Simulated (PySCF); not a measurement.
Compound: C4H7F2OS (doublet state).
Geometry (GFN2-xTB, Å), atoms numbered from 1 in this order:
```
atom  x, y, z in Å
C1     2.798    0.013    0.176
C2     1.459   -0.596    0.126
O3     0.384    0.296    0.087
C4    -0.839   -0.205    0.321
F5    -1.138   -1.207   -0.572
F6    -0.891   -0.837    1.530
C7    -1.873    0.907    0.231
S8    -3.571    0.327    0.534
H9     2.788    0.967   -0.346
H10    3.527   -0.652   -0.283
H11    3.125    0.198    1.208
H12    1.253   -1.599    0.453
H13   -1.653    1.647    0.999
H14   -1.802    1.363   -0.756
H15   -3.571   -0.615   -0.407
```

The hyperfine couplings belong to this conformer and change with its torsions.

The species is `C[CH]OC(F)(CS)F` [radical].

Computed with UKS B3LYP, pcH-1 on C F H O S, non-relativistic, mean-field spin-orbit, GIAO in PySCF 2.14.0. Geometry: GFN2-xTB, one conformer, isolated molecule. Couplings are sensitive to structure, and on GFN2-xTB geometries they can be far from those on DFT ones. Stability of the SCF solution: not tested.

The largest Mulliken spin populations are on C2 (+0.96), C1 (-0.08) and H11 (+0.07). No atom but C2 exceeds +0.15. The positive populations add up to 1.12 and the negative ones to -0.12, together 2S = 1. The angles at C2 add up to 356.4°, so it is nearly planar; its axial dipolar tensor and the negative coupling of its proton fit spin in a p orbital normal to that plane.

Task: McConnell's relation a(H) = Q·ρ ties the coupling of a proton on a planar π carbon to the spin population of that carbon. What Q do the computed values give?

Result: 
| H | C | ρ(C) | a(H) (G) | a/ρ (G) |
| --- | --- | --- | --- | --- |
| H12 | C2 | +0.964 | -19.41 | -20.1 |

One proton gives one ratio, Q = -20.1 G, and no test of linearity.

Task: How do the β-proton couplings of this frozen conformer go with θ, the angle between the C–H bond and the normal to the plane of the spin centre's three neighbours, both seen down the bond from centre to carbon?

Result: 
| β H | on | centre | θ (°) | cos²θ | a (G) |
| --- | --- | --- | --- | --- | --- |
| H9 | C1 | C2 | 68 | 0.14 | +8.79 |
| H10 | C1 | C2 | 52 | 0.37 | +15.71 |
| H11 | C1 | C2 | 8 | 0.98 | +53.12 |

Fitting the Heller–McConnell form a = ρ(B0 + B2 cos²θ), with Mulliken ρ = 0.96, gives B0 = -1.0 G and B2 = 56.3 G, with a largest miss of 3.4 G. By this fit the coupling would be 53.3 G at θ = 0° and -1.0 G at 90°.

Task: What would the freely rotating methyl group on C1 show?

Result: Three equal couplings, a 1:3:3:1 quartet. The mean of the three values of this geometry estimates the splitting: 25.9 G, or 72.5 MHz (three bonds 120° apart have a mean cos²θ of 1/2 at any torsion).

Couplings in gauss use g_iso = 2.0031.
